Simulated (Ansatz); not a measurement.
Calculated with Ansatz (gas phase, PBE0-D4/def2-TZVP geometries, no zero-point term in ΔE). CCSD(T)/CBS is the MP2 limit (def2-TZVPP, def2-QZVPP) plus CCSD(T) − MP2 in def2-TZVPP, frozen cores. This one scheme is used for every species, atoms too. DFT in def2-TZVPP. B3LYP here is the variant with VWN-RPA as its local correlation; programs differ in this. Open shells (•) are unrestricted, without spin–orbit coupling. Spin–orbit coupling would lower the free atoms: a little for B, C, F, O. Each species was taken in one conformer, which may not be the lowest.

Reaction (atomization): `BOC(C)F` → B• + 2 C• + F• + 6 H• + O•

`BOC(C)F`:

Cartesian coordinates in Å:
```
B -1.753 0.998 -0.152
O -0.926 0.042 0.315
C 0.234 -0.319 -0.376
C 1.351 -0.580 0.590
F -0.049 -1.470 -1.069
H -2.739 1.217 0.485
H -1.472 1.595 -1.156
H 0.477 0.448 -1.121
H 2.237 -0.917 0.050
H 1.046 -1.348 1.301
H 1.593 0.334 1.135
```

CCSD(T)/CBS gives +4315.0 kJ/mol.

**Question.** Another level gave +4341.1 kJ/mol. Which?
A. CCSD/def2-TZVPP
B. PBE0-D4/def2-TZVPP
C. r2SCAN-D4/def2-TZVPP
D. B3LYP-D4/def2-TZVPP

**Answer.** C. r2SCAN-D4 4341.1, B3LYP-D4 4325.4, CCSD/def2-TZVPP 4159.0, PBE0-D4 4333.5 kJ/mol.

Largest T1 diagnostic among the species: 0.014.

In def2-TZVPP, CCSD(T) changes the Hartree–Fock value by +997.1 kJ/mol (the triples alone add +58.4 kJ/mol) and MP2 by +1083.0 kJ/mol; breaking electron pairs costs correlation energy, which Hartree–Fock lacks. From PBE to PBE0 (25 % exact exchange), in def2-TZVPP and without D4, ΔE moves by −80.9 kJ/mol: exact exchange takes away binding that semilocal exchange gives to molecules.

For atomizations the MP2-based limit and the directly extrapolated one differ by several kJ/mol either way, and by 10 to 25 for some Ge, Se and Sn compounds, so smaller differences from it don't rank the levels.
